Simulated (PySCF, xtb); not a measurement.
Si(Br)(Me)(OH)2 (CH5BrO2Si), SMILES C[Si](Br)(O)O. Other conformers were not sampled.

Harmonic wavenumbers (cm⁻¹) from GFN2-xTB (xtb 6.7.1) at its own minimum, in rising order: 91, 139, 162, 200, 221, 240, 279, 300, 404, 738, 770, 793, 825, 839, 919, 973, 1389, 1475, 1479, 3032, 3046, 3056, 3659, 3688.

### Question
What does PySCF 2.14.0 with PBE-D3(BJ)/def2-SVP give at its own minimum? (Estimate from the structure and the level; the computed values follow.)

### Answer
86, 128, 179, 182, 228, 242, 271, 341, 404, 686, 736, 751, 805, 820, 895, 940, 1225, 1374, 1376, 2987, 3090, 3100, 3761, 3767. Paired by order, the mean absolute difference is 42 cm⁻¹ and the zero-point energies are 41.1 and 40.6 kcal/mol.
